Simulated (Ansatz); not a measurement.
sulfur difluoride (F2S), singlet, geometry from GFN2-xTB; Ansatz (a quantum-chemistry and plane-wave program) with B3LYP/pc-2.

Input for Ansatz:
Ansatz 0.2 input:
```yaml
crystal:
  periodic: [false, false, false]
  atoms:
    - {symbol: F, position_ang: [-1.22261386, -0.51635383, -0.00299560]}
    - {symbol: S, position_ang: [-0.00426607, 0.57046599, -0.00656447]}
    - {symbol: F, position_ang: [1.23019799, -0.49780793, 0.01466578]}
basis:
  gaussian:
    orbitals: pc-2.json
hamiltonian:
  xc: b3lyp
```
The basis file holds pc-2 in the JSON format of the Basis Set Exchange.

Problem. Write the output that Ansatz gives for this input, abridged.

Solution. 
```
Functional definition: B3LYP
569 factors; their error is unknown
mean field evaluation 1: about -16269.0578 eV, gradient 3.9e1 eV
mean field evaluation 2: about -16262.7505 eV, gradient 7.6e1 eV
mean field evaluation 4: about -16271.1932 eV, gradient 8.6e-1 eV
mean field evaluation 8: about -16271.2383 eV, gradient 1.5e-1 eV
mean field -16271.23833946 eV, -597.9569799337 hartree, gradient 4.3e-5 eV, S^2 0.000000; 0 other end points of the search recorded, 0 dependent functions left out
reference -16271.23851289 eV, -597.9569863070 hartree; 17, 17 occupied and 77, 77 virtual orbitals, 569 factors
Total energy: -16271.23851289 eV, -597.9569863070 hartree
```
